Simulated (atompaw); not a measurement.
**Reading a pseudo-wave (S (Z = 16))**

Columns: radius, all-electron u(r) and pseudo u(r) of the 3p shell (level -7.01 eV) of sulfur in the configuration [Ne] 3s2 3p4; PBE, scalar-relativistic, PAW (atompaw) scheme, atompaw 4.2.0.5.

```
r (bohr)  all-electron  pseudo
   0.069       -0.0974  0.0043
   0.138       -0.2312  0.0169
   0.208       -0.3123  0.0380
   0.277       -0.3289  0.0662
   0.346       -0.2948  0.1011
   0.415       -0.2264  0.1416
   0.485       -0.1361  0.1875
   0.554       -0.0372  0.2362
   0.623        0.0639  0.2870
   0.692        0.1623  0.3388
   0.762        0.2560  0.3912
   0.831        0.3404  0.4415
   0.900        0.4159  0.4895
   0.969        0.4825  0.5344
   1.038        0.5402  0.5754
   1.108        0.5900  0.6124
   1.177        0.6305  0.6441
   1.246        0.6632  0.6708
   1.315        0.6886  0.6923
   1.385        0.7075  0.7091
   1.454        0.7203  0.7207
   1.523        0.7278  0.7278
   1.592        0.7306  0.7305
   1.662        0.7294  0.7294
   1.731        0.7247  0.7247
   1.800        0.7171  0.7171
```

(1) How many radial nodes do the two functions have?

(2) Where does each function peak?

(3) Is the pseudo-wave norm-conserving?

## Answers

(1) The all-electron 3p function has n − l − 1 = 1; the pseudo-wave has 0, since the states of the same l below it are removed with the core.

(2) Outermost all-electron maximum near 1.59 bohr, pseudo maximum near 1.59 bohr (to the table’s step).

(3) No, it belongs to a PAW set: the norm inside the radius is not constrained, and the difference is carried by the augmentation charge.
